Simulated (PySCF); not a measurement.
revPBE on Tl⁻ (thallium, charge -1), [Xe] 4f14 5d10 6s2 6p2, high-spin 3P determinant. All numbers are calculated (PySCF 2.14, a scalar-relativistic core potential, in def2-TZVPPD with the def2 core potential (60 electrons) (7s5p4d2f, 56 functions)).

```
cycle= 1 E= -172.59650469343  delta_E= -0.014  |g|= 0.0177  |ddm|= 0.587
cycle= 2 E= -172.596641439074  delta_E= -0.000137  |g|= 0.0142  |ddm|= 0.0792
cycle= 3 E= -172.596704286511  delta_E= -6.28e-05  |g|= 0.00216  |ddm|= 0.0195
cycle= 4 E= -172.596708135485  delta_E= -3.85e-06  |g|= 0.000852  |ddm|= 0.0106
cycle= 5 E= -172.596708760809  delta_E= -6.25e-07  |g|= 5.12e-05  |ddm|= 0.0035
cycle= 6 E= -172.596708762916  delta_E= -2.11e-09  |g|= 1.94e-06  |ddm|= 0.000243
cycle= 7 E= -172.596708762918  delta_E= -2.9e-12  |g|= 2.15e-07  |ddm|= 6.96e-06
converged SCF energy = -172.596708762918  <S^2> = 2.0015405  2S+1 = 3.0010268
```

Highest occupied orbital energy: 1.792 eV; ⟨L²⟩ = 2.00; populations by l: s 4.00, p 8.00, d 10.00, f 0.00.

Question: Can this result be used?

Answer: With care. The calculation finished and met its thresholds. Energies and moments cover only the electrons outside the core potential. Spin-orbit coupling is strong in this species (close to jj coupling), so the high-spin LS determinant is a model state, not a physical level. At revPBE the highest occupied level has a positive energy, so only the finite basis holds that electron; in a semilocal or global hybrid functional this comes from self-interaction and does not mean that the real anion is unbound.
